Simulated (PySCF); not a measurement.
Compound: CH7FGeSi.
Z-matrix (Å and degrees, PBE0-D3(BJ)/def2-SVP geometry), rows numbered from 1:
```
F 
C   1  1.3948
Si  2  1.8998  1  108.68
Ge  2  1.9771  1  107.89  3   124.92
H   2  1.1058  1  108.36  3  -118.55
H   3  1.4950  2  108.59  1  -175.71
H   3  1.4924  2  109.74  1    64.66
H   3  1.4927  2  109.91  1   -55.64
H   4  1.5372  2  109.00  1   -63.08
H   4  1.5399  2  109.37  1   176.92
H   4  1.5373  2  108.95  1    56.63
```

The closed-shell ground state was solved at several levels (PySCF, density fitting, gas phase). Relativistic effects, spin–orbit coupling among them, are left out although an element past zinc is present.

| level | basis functions | HOMO (eV) | LUMO (eV) | gap (eV) | dipole (D) |
| --- | --- | --- | --- | --- | --- |
| PBE0/def2-SVPD | 161 | -8.26 | 0.07 | 8.33 | 1.44 |
| PBE0/pcSseg-1 | 134 | -8.22 | 0.35 | 8.57 | 1.46 |

Problem. Estimate the row for PBE/pcSseg-2, a basis of 276 functions; the other rows only guide the guess.

Solution. HOMO -6.88 eV, LUMO -0.78 eV, gap 6.10 eV, dipole 1.29 D.

Problem. Over all these levels, which gives the widest orbital gap and which the narrowest?

Solution. PBE0/pcSseg-1 (global hybrid, 25 % exact exchange) has the widest, 8.57 eV, and PBE/pcSseg-2 (GGA) the narrowest, 6.10 eV. Functional and basis both differ between the two, so the spread mixes both effects.

Problem. How far do the dipole and the HOMO energy spread over the levels?

Solution. The dipole runs from 1.29 to 1.46 D (mean 1.39 D) and the HOMO from -8.26 to -6.88 eV.
